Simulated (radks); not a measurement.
The numbers below are computed, except where a source is named.
Valence configurations of Ag III (all share [Kr]). Code: a radial shooting solver on a logarithmic mesh with Libxc functionals. Model: Dirac Kohn-Sham, LDA (Slater exchange, Perdew-Wang correlation), spin-unpolarised, spherical densities, finite nucleus; open shells fill j = l - 1/2 first; Fermi nuclear charge, rms radius 4.5454 fm. Energies are relative to 4d9; eigenvalues in eV.

valence          E (eV)  e(4d3/2)  e(4d5/2)  e(5p1/2)  e(5s1/2)
4d9               0.000   -29.500   -28.878         -         -
4d8.5 5s0.5       4.135   -31.506   -30.865         -   -22.064
4d8.5 5p0.5       7.361   -32.097   -31.453   -16.012         -
4d8 5s1           8.817   -33.549   -32.889         -   -22.951
4d8 5s0.5 5p0.5  12.136   -34.128   -33.466   -16.681   -23.335
4d8 5p1          15.472   -34.699   -34.034   -17.012         -
4d7 5s2          19.971   -37.748   -37.048         -   -24.641
4d7.5 5s0.5 5p1  20.939   -36.758   -36.074   -17.634   -24.528
4d7 5s1 5p1      27.026   -38.854   -38.151   -18.239   -25.337
4d7 5p2          34.170   -39.928   -39.220   -18.807         -

NIST lists [Kr] 4d9 as the ground configuration; this level of theory agrees among the configurations tried. The energies are those of spherical spin-averaged densities, not of single terms.
